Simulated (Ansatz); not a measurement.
(BeTe)4 cube (Be4Te4). Charge 0, multiplicity 3. Geometry PBE-D4/def2-SVP, that of the neutral singlet; atoms count from 1.

Cartesian coordinates in Å:
```
Be -1.322 -0.038 -0.741
Te -1.651 1.335 1.210
Be 0.483 1.434 0.098
Te 0.299 0.915 -2.247
Be 1.025 -0.828 -0.751
Te -0.779 -2.311 -0.158
Be -0.185 -0.568 1.394
Te 2.131 0.062 1.195
```

In the def2 sets Te takes a core potential; there is no spin–orbit coupling. At PBE0-D4/def2-TZVP a singlet of charge 0 lies 2.10 eV below the triplet at the same geometry.

Estimate the Mulliken populations from the PBE0/def2-TZVP orbitals of Ansatz.


```tsv
atom	charge (e)	spin (α − β)
Be1	0.05	0.27
Te2	-0.05	0.23
Be3	0.05	0.27
Te4	-0.05	0.23
Be5	0.05	0.27
Te6	-0.05	0.23
Be7	0.05	0.27
Te8	-0.05	0.23
```
Mulliken values depend strongly on the basis.

Where does the spin sit?

Summed by element: Be 1.09, Te 0.91, of 2 unpaired in all. Largest on single atoms: Be7 0.27, Be5 0.27, Be1 0.27.

And the Mayer bond orders between heavy atoms (over 0.3)?

Be1–Te2 0.81 (2.41 Å); Be1–Te4 0.72 (2.41 Å); Be1–Te6 0.72 (2.41 Å); Te2–Be3 0.72 (2.41 Å); Te2–Be7 0.72 (2.41 Å); Be3–Te4 0.81 (2.41 Å); Be3–Te8 0.72 (2.41 Å); Te4–Be5 0.72 (2.41 Å); Be5–Te6 0.72 (2.41 Å); Be5–Te8 0.81 (2.41 Å); Te6–Be7 0.81 (2.41 Å); Be7–Te8 0.72 (2.41 Å).
